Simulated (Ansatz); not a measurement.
`CC(O)(Cl)CF` + `CB1C=C1` → `CB1C=C1CF` + `CC(O)Cl`  (formal exchange of groups at a C–C bond)

Isolated molecules relaxed with PBE0-D4/def2-TZVP in Ansatz; ΔE leaves out vibrations. CCSD(T)/CBS adds triple-zeta CCSD(T) − MP2 to the extrapolated MP2 energy (def2 sets, frozen cores). DFT in def2-TZVPP. B3LYP here is the variant with VWN-RPA as its local correlation; programs differ in this. One conformer a species, not always the lowest.

| level | ΔE (kJ/mol) | difference from CCSD(T)/CBS |
| --- | --- | --- |
| ωB97X-V | -0.6 | -3.0 |
| B2PLYP | -5.9 | -8.3 |
| PBE | -12.5 | -14.9 |
| r2SCAN | -3.3 | -5.7 |
| B3LYP | -12.0 | -14.4 |
| CCSD/def2-TZVPP | 0.3 | -2.1 |
| CCSD(T)/def2-TZVPP | 1.9 | -0.5 |
| HF/def2-QZVPP | -8.3 | -10.7 |
| HF/CBS(def2) | -8.4 | -10.8 |
| MP2/CBS(def2) | 2.4 | 0.0 |
| CCSD(T)/CBS | 2.4 | 0 |

Largest T1 diagnostic among the species: 0.011.

In def2-TZVPP, CCSD(T) changes the Hartree–Fock value by +9.7 kJ/mol (the triples alone add +1.6 kJ/mol) and MP2 by +9.7 kJ/mol. The D4 term adds +5.0 kJ/mol with B3LYP and +2.5 kJ/mol with PBE0; it sums over pairs of atoms, weighted by their polarisabilities, and B3LYP, whose exchange is more repulsive, gets the larger term.

CCSD(T)/CBS has its own doubt, a few kJ/mol and more with outer-core shells, so smaller differences from it don't rank the levels.
